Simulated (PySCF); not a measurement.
Species: C6H12Se.
SMILES with atom numbers: `[CH3:1][CH:2]([CH3:3])[C@@H:4]1[CH2:5][CH2:6][Se:7]1` (hydrogens: H8, H9, H10 on C1; H11 on C2; H12, H13, H14 on C3; H15 on C4; H16, H17 on C5; H18, H19 on C6)

Cartesian coordinates in Å at the PBE0-D3(BJ)/def2-SVP level; atoms count from 1:
```
atom  x, y, z in Å
C1    -1.856    0.664    0.804
C2    -0.971   -0.430    0.221
C3    -1.703   -1.236   -0.849
C4     0.313    0.143   -0.346
C5     1.427   -0.835   -0.747
C6     2.646   -0.041   -0.272
Se7    1.533    1.061    0.932
H8    -1.329    1.226    1.591
H9    -2.163    1.380    0.024
H10   -2.769    0.242    1.250
H11   -0.684   -1.114    1.041
H12   -1.987   -0.594   -1.699
H13   -1.081   -2.055   -1.240
H14   -2.626   -1.681   -0.445
H15    0.083    0.853   -1.159
H16    1.440   -1.116   -1.814
H17    1.325   -1.759   -0.157
H18    3.094    0.590   -1.053
H19    3.435   -0.612    0.235
```

Level of theory: TDDFT B3LYP/def2-SVPD, vertical, gas phase, core orbitals frozen in the response (PySCF). The B3LYP/def2-SVPD calculation is non-relativistic and has no spin–orbit coupling, an omission that weighs most on selenium.

Broadening: Gaussians 0.4 eV wide at half height, area fixed by f = 4.319×10⁻⁹ ∫ε dν̃. The width is an assumption, not a result. The curve ends short of the highest state used, and states not computed would add to its high-energy end.

```tsv
E (eV)	ε (L mol⁻¹ cm⁻¹)
3.23	0
3.29	0
3.35	0
3.42	0
3.48	0
3.54	0
3.61	1
3.67	1
3.74	1
3.80	1
3.86	1
3.93	1
3.99	1
4.05	1
4.12	0
4.18	0
4.25	0
4.31	0
4.37	0
4.44	0
4.50	0
4.56	0
4.63	2
4.69	7
4.76	25
4.82	67
4.88	158
4.95	368
5.01	671
5.07	1097
5.14	1706
5.20	2240
5.27	2750
5.33	3011
5.39	3096
5.46	3030
```

Question: Locate the maxima and give the states behind the curve.

Answer: 230 nm (5.39 eV), ε about 3100, made up of S2 (37%), S3 (52%) and S4 (11%) (ε in L mol⁻¹ cm⁻¹; maxima over ε = 5, shares over 10%). The states used: S1 3.83 eV (f 0.0000); S2 5.25 eV (f 0.024); S3 5.43 eV (f 0.025); S4 5.71 eV (f 0.027); S5 6.02 eV (f 0.0091); S6 6.06 eV (f 0.055).

Question: On this curve, what absorbance would a 10⁻⁴ mol/L sample give at 266 nm over a 1 cm path?

Answer: 266 nm is 4.661 eV, where ε is about 3.9 L mol⁻¹ cm⁻¹, so A = ε c l ≈ 0.00039 (Beer–Lambert, with the gas-phase spectrum and the assumed width).

Question: Coming from long wavelengths, where does ε first pass 100 L mol⁻¹ cm⁻¹?

Answer: At about 256 nm (4.85 eV), 1.02 eV above S1.

Question: What would ε be at 5.39 eV, the highest of these maxima, with half the width (0.2 eV)?

Answer: About 3850 L mol⁻¹ cm⁻¹ against 3100, a factor of about 1.2; a lone state at its own centre would give exactly 2.

One conformer stands for the species.
